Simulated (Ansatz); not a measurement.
Total energies of `C[Si](C)(C)C#Cc1ccc(-c2ccc(-c3ccc(C#C[Si](C)(C)C)nc3)nc2)nc1` from Ansatz at PBE-D4/def2-TZVP, gas phase (1 Eh = 27.2114 eV = 2625.5 kJ/mol). The reference geometry is relaxed at r2SCAN-D4/def2-SVP.

```json
{"state": "charge 0 singlet", "geometry": "reference", "energy (Eh)": "-1710.89691"}
{"state": "charge 1 doublet", "geometry": "reference", "energy (Eh)": "-1710.63767"}
{"state": "charge -1 doublet", "geometry": "reference", "energy (Eh)": "-1710.95653"}
{"state": "free C atom (triplet)", "geometry": "–", "energy (Eh)": "-37.79597"}
{"state": "free Si atom (triplet)", "geometry": "–", "energy (Eh)": "-289.22285"}
{"state": "free N atom (quartet)", "geometry": "–", "energy (Eh)": "-54.53214"}
{"state": "free H atom (doublet)", "geometry": "–", "energy (Eh)": "-0.49962"}
```

Single mean-field runs in def2-TZVP are fitted with def2-universal-jkfit.

Q: Work out the vertical ionisation energy to the doublet.

A: E(charge 1 doublet) − E(charge 0 singlet) = -1710.63767 − (-1710.89691) = 0.25924 Eh = 7.05 eV. For comparison, −ε of the highest occupied level is 5.53 eV at this level, 1.52 eV less.

Q: Work out the vertical electron affinity, to the doublet.

A: E(charge 0 singlet) − E(charge -1 doublet) = -1710.89691 − (-1710.95653) = 0.05962 Eh = 1.62 eV. The basis lacks diffuse functions, which makes affinities too small.

Q: Give the fundamental gap IE − EA, the Mulliken electronegativity (IE + EA)/2 and the hardness (IE − EA)/2.

A: From the values in Eh: IE − EA = 0.25924 − 0.05962 = 0.19962 Eh = 5.43 eV; (IE + EA)/2 = 4.34 eV; (IE − EA)/2 = 2.72 eV. The HOMO–LUMO gap of the same run is 2.43 eV, 3.00 eV smaller than the fundamental gap.

Q: What is the binding energy per atom against free atoms?

A: Atoms: 25 × (-37.79597) + 2 × (-289.22285) + 3 × (-54.53214) + 27 × (-0.49962) = -1700.43111 Eh. Binding: -1700.43111 − (-1710.89691) = 10.46580 Eh = 284.79 eV, or 5.00 eV for each of 57 atoms (no zero-point energy, no counterpoise term).
